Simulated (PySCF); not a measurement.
**s to d promotion along the 3d series**

Calculated with PySCF 2.14 from differences of total energies of unrestricted determinants, without spin-orbit coupling. Basis: x2c-TZVPPall, spin-free X2C. Energy of d^(n+1) s¹ above d^n s² in eV (negative where d^(n+1) s¹ lies lower), between high-spin terms; measured values are centres of gravity of the terms (NIST).

| element | terms | UHF | LDA | PBE | r2SCAN | PBE0 | MP2 (valence and next inner shell) | CCSD(T) (valence) | CCSD(T) (valence and next inner shell) | measured |
| --- | --- | --- | --- | --- | --- | --- | --- | --- | --- | --- |
| Sc | 3d1 4s2 (2D) → 3d2 4s1 (4F) | 1.118 | 0.642 | 0.580 | n/a | 0.712 | 1.517 | 1.708 | 1.687 | 1.427 |
| Ti | 3d2 4s2 (3F) → 3d3 4s1 (5F) | 0.728 | -0.129 | -0.137 | -0.369 | 0.095 | 0.617 | 1.103 | 0.932 | 0.806 |
| V | 3d3 4s2 (4F) → 3d4 4s1 (6D) | 0.389 | -0.783 | -0.670 | -0.612 | -0.400 | -0.127 | 0.554 | 0.335 | 0.245 |
| Cr | 3d4 4s2 (5D) → 3d5 4s1 (7S) | -0.864 | -1.918 | -1.859 | -1.986 | -1.603 | -1.498 | -0.775 | -0.917 | -1.003 |
| Mn | 3d5 4s2 (6S) → 3d6 4s1 (6D) | 3.384 | 1.205 | 1.078 | 1.426 | 1.588 | 1.890 | 2.571 | 2.427 | 2.145 |
| Fe | 3d6 4s2 (5D) → 3d7 4s1 (5F) | 2.105 | 0.149 | 0.066 | n/a | 0.517 | 0.434 | 1.232 | 1.147 | 0.875 |
| Co | 3d7 4s2 (4F) → 3d8 4s1 (4F) | 1.939 | -0.382 | -0.268 | -0.033 | 0.209 | -0.288 | 0.804 | 0.685 | 0.417 |
| Ni | 3d8 4s2 (3F) → 3d9 4s1 (3D) | 1.749 | -0.858 | -0.528 | 0.131 | -0.044 | -1.014 | 0.381 | 0.235 | n/a |
| Cu | 3d9 4s2 (2D) → 3d10 4s1 (2S) | 0.185 | -2.191 | -1.918 | -1.561 | -1.461 | -2.812 | -1.236 | -1.317 | -1.490 |

**Question.** Which way does each method err?

**Answer.** Mean (and mean absolute) errors over the 6 elements with all values: UHF 0.77 (0.80) eV; LDA -0.89 (0.89) eV; PBE -0.82 (0.82) eV; r2SCAN -0.71 (0.71) eV; PBE0 -0.45 (0.46) eV; MP2 (valence and next inner shell) -0.56 (0.56) eV; CCSD(T) (valence) 0.32 (0.32) eV; CCSD(T) (valence and next inner shell) 0.17 (0.17) eV. A negative mean favours the extra d electron, a positive one the s² configuration.
